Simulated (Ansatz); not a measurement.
A nudged elastic band was laid between two geometries of C$_{3}$H$_{4}$BF (9 atoms, charge 0, multiplicity 1).

Method: UKS PBE/def2-SVP in Ansatz 0.2.0.

```json
{"movable images": "7", "climbing image": "yes", "spring": "5.0 eV/Å²", "optimiser": "quadratic models (default)", "start path": "through a guess of the saddle point", "force threshold": "0.05 eV/Å", "iteration limit": "60", "end points": "relaxed"}
```

Image 0:

```xyz
9
Properties=species:S:1:pos:R:3
C 0.236 2.437 0.188
C 0.169 1.274 -0.203
B 0.079 -0.199 -0.636
C -0.172 -1.394 0.349
F 0.218 -0.465 -1.947
H 0.297 3.465 0.523
H 0.598 -2.182 0.199
H -1.143 -1.875 0.095
H -0.194 -1.107 1.416
```

Image 8:

```xyz
9
Properties=species:S:1:pos:R:3
C 0.111 2.423 0.172
C 0.162 1.255 -0.209
B 0.218 -0.223 -0.632
C -0.163 -1.402 0.329
F 0.582 -0.487 -1.899
H 0.069 3.455 0.497
H 0.188 -2.387 -0.037
H -1.274 -1.445 0.398
H 0.196 -1.234 1.365
```

(1) What changes between the two ends?

(2) What energy profile does the band end with?

The band took 9 iterations and about 4 core-minutes.

Answers

(1) No bond is made or broken.

(2) It converged. The highest image is number 0 of 0 to 8, 0.000 eV above the first end and 0.004 eV above the last; the last end lies 0.004 eV below the first. The highest image is an end point: on this band no image between the ends rises above it.

| image | path coordinate (Å) | energy (eV) |
| --- | --- | --- |
| 0 | 0.00 | 0.000 |
| 1 | 0.14 | 0.000 |
| 2 | 0.28 | -0.001 |
| 3 | 0.42 | -0.001 |
| 4 | 0.56 | 0.000 |
| 5 | 0.73 | -0.002 |
| 6 | 0.90 | -0.003 |
| 7 | 1.07 | -0.004 |
| 8 | 1.23 | -0.004 |

The run took 2.1 min on 2 threads of Arm Neoverse V2, with other jobs on the host, peak memory 0.14 GiB.
